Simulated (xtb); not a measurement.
O3W, charge -1, doublet, from a rough starting geometry (GFN-xTB shapes and energies of metal compounds can be far from the true ones) (the multiplicity is a formal guess); GFN2-xTB in xtb.

xtb was given this input:
```
$ xtb mol.xyz --gfn 2 --chrg -1 --uhf 1 --opt vtight --json

# file mol.xyz
4

W     -0.02382478     0.00958201    -0.00215331
O      1.58067462    -0.35669547    -0.69901301
O     -0.48875571    -0.86686536     1.42901290
O     -1.02847066     1.12363200    -0.73055428
```

Q: Predict the main parts of the log of this xtb run.

A: 
```
   ID    Z sym.   atoms
    1   74 W      1
    2    8 O      2-4

           -------------------------------------------------
          |                Calculation Setup                |
           -------------------------------------------------

           -------------------------------------------------
          |                 G F N 2 - x T B                 |
           -------------------------------------------------

          ...................................................
          :                      SETUP                      :
          :.................................................:
          :  # basis functions                  22          :
          :  # atomic orbitals                  21          :
          :  # shells                            9          :
          :  # electrons                        25          :
          :  max. iterations                   250          :
          :  Hamiltonian                  GFN2-xTB          :
          :  restarted?                      false          :
          :  GBSA solvation                  false          :
          :  PC potential                    false          :
          :  electronic temp.          300.0000000     K    :
          :  accuracy                    1.0000000          :
          :  -> integral cutoff          0.2500000E+02      :
          :  -> integral neglect         0.1000000E-07      :
          :  -> SCF convergence          0.1000000E-05 Eh   :
          :  -> wf. convergence          0.1000000E-03 e    :
          :  Broyden damping             0.4000000          :
          :  net charge                         -1          :
          :  unpaired electrons                  1          :
          ...................................................

 iter      E             dE          RMSdq      gap      omega  full diag
   1     -1.0808163 -0.108082E+01  0.423E+01    1.27       0.0  T
   2     -9.3825260 -0.830171E+01  0.337E+01    0.80       1.0  T
   3    -12.1439853 -0.276146E+01  0.301E+01    0.07       1.0  T
   4    -12.4713431 -0.327358E+00  0.256E+01    0.19       1.0  T
   5    -12.6027604 -0.131417E+00  0.260E+01    0.18       1.0  T
   6    -13.4840621 -0.881302E+00  0.170E+01    0.54       1.0  T
   7    -13.9681755 -0.484113E+00  0.146E+01    0.95       1.0  T
   8    -14.4320472 -0.463872E+00  0.142E+01    1.24       1.0  T
   9    -14.0154926  0.416555E+00  0.125E+01    2.03       1.0  T
  10     -7.7568161  0.625868E+01  0.864E+01    1.64       1.0  T
  11     -8.1667469 -0.409931E+00  0.875E+01    1.78       1.0  T
  12    -11.4950737 -0.332833E+01  0.600E+01    2.26       1.0  T
  13    -13.8039309 -0.230886E+01  0.356E+01    3.07       1.0  T
  14    -14.1122078 -0.308277E+00  0.302E+01    3.25       1.0  T
  15    -14.1132142 -0.100638E-02  0.302E+01    3.25       1.0  T
  16    -14.0833646  0.298496E-01  0.295E+01    3.14       1.0  T
  17    -13.5872877  0.496077E+00  0.350E+01    2.72       1.0  T
  18    -13.4512017  0.136086E+00  0.323E+01    2.44       1.0  T
  19    -14.4584252 -0.100722E+01  0.211E+01    3.12       1.0  T
  20    -14.9003482 -0.441923E+00  0.358E+00    3.01       1.0  T
  21    -14.8334843  0.668639E-01  0.534E+00    2.69       1.0  T
  22    -14.8799308 -0.464466E-01  0.311E+00    2.85       1.0  T
  23    -14.8607282  0.192026E-01  0.463E+00    2.66       1.0  T
  24    -14.8579975  0.273077E-02  0.493E+00    2.62       1.0  T
  25    -14.8704865 -0.124891E-01  0.506E+00    2.61       1.0  T
  26    -14.8849918 -0.145052E-01  0.427E+00    2.68       1.0  T
  27    -14.8944449 -0.945315E-02  0.356E+00    2.73       1.0  T
  28    -14.8941862  0.258707E-03  0.353E+00    2.73       1.0  T
  29    -14.9048504 -0.106641E-01  0.175E+00    2.84       1.0  T
  30    -14.9043970  0.453338E-03  0.162E+00    2.84       1.0  T
  31    -14.9067511 -0.235412E-02  0.106E+00    2.87       1.0  T
  32    -14.9082913 -0.154018E-02  0.163E-01    2.92       1.0  T
[...]
         :: total energy             -14.859748295524 Eh    ::
 * total energy  :   -14.8597483 Eh     change       -0.4276703E-09 Eh
 * total energy  :   -14.8626885 Eh     change       -0.2940251E-02 Eh
 * total energy  :   -14.8635982 Eh     change       -0.9096385E-03 Eh
 * total energy  :   -14.8636198 Eh     change       -0.2161441E-04 Eh
 * total energy  :   -14.8636231 Eh     change       -0.3321086E-05 Eh
 * total energy  :   -14.8636233 Eh     change       -0.2192131E-06 Eh
 * total energy  :   -14.8636234 Eh     change       -0.1247570E-07 Eh
   *** GEOMETRY OPTIMIZATION CONVERGED AFTER 7 ITERATIONS ***
         :: total energy             -14.863623353600 Eh    ::
[...]

           -------------------------------------------------
          |                Property Printout                |
           -------------------------------------------------

    * Orbital Energies and Occupations

         #    Occupation            Energy/Eh            Energy/eV
      -------------------------------------------------------------
         1        2.0000           -0.5046008             -13.7309
         2        2.0000           -0.4704951             -12.8028
         3        2.0000           -0.4704939             -12.8028
         4        2.0000           -0.2770053              -7.5377
         5        2.0000           -0.2534722              -6.8973
         6        2.0000           -0.2534714              -6.8973
         7        2.0000           -0.2502070              -6.8085
         8        2.0000           -0.2372362              -6.4555
         9        2.0000           -0.2372351              -6.4555
        10        2.0000           -0.2136809              -5.8146
        11        2.0000           -0.2136797              -5.8145
        12        2.0000           -0.2083263              -5.6688
        13        1.0000           -0.1711120              -4.6562 (HOMO)
        14                         -0.0499273              -1.3586 (LUMO)
        15                         -0.0499140              -1.3582
        16                          0.0956095               2.6017
        17                          0.0956153               2.6018
        18                          0.1052766               2.8647
        19                          0.3874097              10.5420
        20                          0.5929913              16.1361
        21                          0.5930094              16.1366
      -------------------------------------------------------------
                  HL-Gap            0.1211847 Eh            3.2976 eV
             Fermi-level           -0.1501177 Eh           -4.0849 eV

     #   Z          covCN         q      C6AA      α(0)
     1  74 W        2.490     0.813   422.745    45.348
     2   8 O        0.830    -0.604    26.238     6.867
     3   8 O        0.830    -0.604    26.239     6.867
     4   8 O        0.830    -0.604    26.239     6.867

 Mol. C6AA /au·bohr⁶  :       1247.182824
 Mol. C8AA /au·bohr⁸  :     106402.320918
 Mol. α(0) /au        :         65.948562

Wiberg/Mayer (AO) data.
largest (>0.10) Wiberg bond orders for each atom

 ---------------------------------------------------------------------------
     #   Z sym  total        # sym  WBO       # sym  WBO       # sym  WBO
 ---------------------------------------------------------------------------
     1  74 W    6.078 --     2 O    2.026     3 O    2.026     4 O    2.026
     2   8 O    2.210 --     1 W    2.026
     3   8 O    2.210 --     1 W    2.026
     4   8 O    2.210 --     1 W    2.026
 ---------------------------------------------------------------------------

Topologies differ in total number of bonds
Writing topology from bond orders to xtbtopo.mol

molecular dipole:
                 x           y           z       tot (Debye)
 q only:       -0.010       0.059       0.014
   full:       -0.009       0.060       0.015       0.160
molecular quadrupole (traceless):
                xx          xy          yy          xz          yz          zz
 q only:       -2.452       4.156       2.662       3.254       5.827      -0.210
  q+dip:       -2.376       4.027       2.579       3.153       5.646      -0.203
   full:       -2.453       4.157       2.662       3.254       5.828      -0.209

optimized geometry written to: xtbopt.xyz

           -------------------------------------------------
          | TOTAL ENERGY              -14.863623353600 Eh   |
          | GRADIENT NORM               0.000602212063 Eh/α |
          | HOMO-LUMO GAP               3.297603547335 eV   |
           -------------------------------------------------

normal termination of xtb
```
